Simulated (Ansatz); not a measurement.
Molecule: SnF2, charge -1, multiplicity 2. SMILES of the parent species: [F][Sn][F]
Structure (B3LYP-D3(BJ)/def2-TZVP (Ansatz, a quantum-chemistry and plane-wave program) minimum search):
```xyz
3

Sn     0.0098    -0.0078     0.3618
F      0.7109     1.3390    -0.9966
F     -0.7652    -1.2957    -1.0134
```
Charge -1, spin multiplicity 2.

Parts of the frozen-core correlation energy in def2-TZVPPD (Ansatz, hartree). Frozen orbitals: 11; correlated occupied orbitals by spin: 10 and 9; virtual: 115 and 116. UHF or UKS for open shells. Spin-orbit coupling is left out. Past Kr the def2 sets carry scalar-relativistic core potentials.

```csv
term,value
reference (HF),-412.43391
MP2 opposite-spin,-0.44703
MP2 same-spin,-0.15838
CCSD correlation,-0.60779
(T),-0.02065
T1 diagnostic,0.019
largest doubles amplitude,0.033
<S^2> of the reference,0.774
```
